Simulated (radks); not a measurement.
Yb2+, 68 electrons, occupied as [Xe] 4f14 (the NIST ground configuration). Calculated with a radial shooting solver on a logarithmic mesh with Libxc functionals: scalar-relativistic Kohn-Sham, r2SCAN, spin-unpolarised, spherical densities, finite nucleus; meta-GGA in the generalised Kohn-Sham scheme; Fermi nuclear charge, rms radius 5.3108 fm.

Local quantities along the radius. ELF = 1/(1 + alpha^2) is the electron localisation function; alpha = (tau - tau_W)/tau_unif compares the Pauli kinetic energy density with that of the uniform gas; r v_xc is r times the local exchange-correlation potential (hartree bohr, multiplicative part alone); s = |grad rho|/(2 (3 pi^2)^(1/3) rho^(4/3)) is the reduced gradient; 4 pi r^2 rho is in e/bohr. tau is taken from the large components.

r (bohr)	ELF	alpha	r v_xc	s	4 pi r^2 rho
0.001441	0.999	0.02527	-0.1629	0.7308	10.61
0.00165	0.999	0.02626	-0.1768	0.6930	13.02
0.001906	0.999	0.02759	-0.1934	0.6592	16.08
0.002184	0.999	0.02919	-0.2110	0.6328	19.54
0.002522	0.999	0.03134	-0.2317	0.6101	23.87
0.002889	0.999	0.03392	-0.2534	0.5935	28.63
0.003337	0.999	0.03741	-0.2786	0.5807	34.43
0.003823	0.998	0.04164	-0.3044	0.5729	40.62
0.00438	0.998	0.04711	-0.3324	0.5692	47.45
0.005058	0.997	0.05475	-0.3641	0.5697	55.25
0.005795	0.996	0.06443	-0.3958	0.5746	62.94
0.006693	0.994	0.07845	-0.4313	0.5844	71.12
0.007668	0.991	0.09693	-0.4665	0.5981	78.46
0.008785	0.985	0.1231	-0.5031	0.6162	84.96
0.01015	0.974	0.1635	-0.5436	0.6399	90.39
0.01162	0.954	0.2205	-0.5835	0.6655	93.67
0.01342	0.911	0.3120	-0.6245	0.6936	94.86
0.01538	0.836	0.4426	-0.6510	0.7160	93.84
0.01762	0.714	0.6325	-0.6425	0.7259	91.16
0.02035	0.551	0.9034	-0.5918	0.7083	87.51
0.02331	0.415	1.187	-0.5730	0.6509	84.69
0.02692	0.338	1.401	-0.6268	0.5448	84.09
0.03085	0.337	1.401	-0.7036	0.4263	87.10
0.03562	0.412	1.195	-0.7313	0.3260	94.59
0.04081	0.532	0.9386	-0.8596	0.2826	104.8
0.04676	0.650	0.7333	-0.9623	0.2884	115.8
0.054	0.728	0.6116	-1.035	0.3313	124.6
0.06187	0.742	0.5902	-1.075	0.3901	127.0
0.07145	0.686	0.6773	-1.094	0.4536	121.9
0.08186	0.560	0.8871	-1.060	0.4892	112.0
0.09379	0.412	1.194	-1.018	0.4639	101.7
0.1083	0.340	1.392	-0.9854	0.3562	96.40
0.1241	0.396	1.235	-1.107	0.2459	99.45
0.1433	0.552	0.9017	-1.335	0.2127	108.3
0.1642	0.683	0.6807	-1.465	0.2628	114.4
0.1896	0.732	0.6044	-1.490	0.3657	110.3
0.2172	0.671	0.6998	-1.436	0.4798	94.93
0.2489	0.476	1.049	-1.253	0.5576	74.58
0.2874	0.271	1.639	-1.195	0.4769	58.33
0.3293	0.274	1.629	-1.075	0.2572	54.33
0.3803	0.475	1.051	-1.486	0.1530	59.69
0.4357	0.656	0.7240	-1.667	0.2063	65.19
0.4992	0.714	0.6329	-1.738	0.3112	63.98
0.5765	0.674	0.6953	-1.652	0.4314	54.30
0.6605	0.561	0.8841	-1.537	0.5313	41.52
0.7628	0.415	1.188	-1.367	0.5868	29.43
0.874	0.342	1.388	-1.298	0.5658	21.70
1.001	0.370	1.305	-1.312	0.5199	17.06
1.156	0.473	1.056	-1.327	0.5281	13.74
1.325	0.558	0.8908	-1.309	0.6129	10.88
1.53	0.576	0.8581	-1.232	0.7779	7.776
1.753	0.514	0.9719	-1.095	1.013	5.069
2.024	0.369	1.309	-0.8343	1.384	2.818
2.319	0.197	2.018	-0.6158	1.917	1.413
2.657	0.071	3.607	-0.4488	2.739	0.6174
3.069	0.016	7.768	-0.3838	4.128	0.2212
3.516	0.003	18.11	-0.2910	6.248	0.07325
4.06	0.000	48.12	-0.1978	9.914	0.02000
4.652	0.000	123.5	-0.1280	15.70	0.005284

On this mesh the ELF has minima near r = 0.031, 0.11, 0.29, 0.87 bohr, which separate the shells, and maxima near 0.062 (0.74), 0.19 (0.73), 0.50 (0.71), 1.5 (0.58).

Self-consistent cycle (total energy in hartree, residual of the potential): 1: -14035.17167, 1e+01; 2: -14054.79648, 5e+00; 3: -14057.82877, 2e+00; 4: -14056.71068, 3e+00; 5: -14058.91087, 2e-01; 6: -14058.91703, 2e-01; 7: -14058.92586, 4e-02; 8: -14058.92614, 1e-02; 9: -14058.92615, 3e-03; 10: -14058.92615, 3e-06.
